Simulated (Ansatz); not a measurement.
C2H8Cl2N2Si, SMILES `CN[Si](Cl)(Cl)NC`. Total charge 0; spin multiplicity 1. The structure was optimised at the PBE0-D4/def2-TZVP level. It is one conformer, not always the lowest.

```xyz
15

C    -1.164   -0.333    2.465
N    -0.176   -0.310    1.405
Si   -0.351    0.330   -0.149
Cl   -0.176    2.376   -0.305
Cl   -2.284   -0.068   -0.739
N     0.867   -0.338   -1.112
C     1.353    0.156   -2.385
H    -1.124    0.557    3.103
H    -2.163   -0.389    2.031
H    -1.029   -1.216    3.095
H     0.775   -0.338    1.741
H     1.002   -1.330   -0.987
H     0.804   -0.257   -3.238
H     2.412   -0.082   -2.508
H     1.254    1.241   -2.416
```

Q: What is the dipole moment at ωB97M-V/def2-TZVPP? (Best estimate.)

A: The calculation gave: 2.69 D, with components (1.87, -1.76, 0.79) D in this frame, pointing from negative to positive charge.

Q: And with PBE, r2SCAN, B3LYP? (Estimate.)

A: Computed: PBE 2.70 D, r2SCAN 2.75 D, B3LYP 2.70 D.

Q: Give the Mulliken charges with ωB97M-V, r2SCAN, B3LYP in def2-TZVPP. (Estimate.)

A: Computed: 
| atom | ωB97M-V | r2SCAN | B3LYP |
| --- | --- | --- | --- |
| C1 | -0.24 | -0.06 | -0.18 |
| N2 | -0.30 | -0.33 | -0.30 |
| Si3 | 0.60 | 0.69 | 0.65 |
| Cl4 | -0.22 | -0.26 | -0.26 |
| Cl5 | -0.22 | -0.26 | -0.26 |
| N6 | -0.30 | -0.33 | -0.30 |
| C7 | -0.24 | -0.06 | -0.18 |
| H8 | 0.12 | 0.07 | 0.10 |
| H9 | 0.11 | 0.06 | 0.09 |
| H10 | 0.12 | 0.05 | 0.10 |
| H11 | 0.11 | 0.14 | 0.13 |
| H12 | 0.11 | 0.14 | 0.13 |
| H13 | 0.12 | 0.07 | 0.10 |
| H14 | 0.12 | 0.05 | 0.10 |
| H15 | 0.11 | 0.06 | 0.09 |

B3LYP here is the variant with VWN-RPA as its local correlation; programs differ in this.
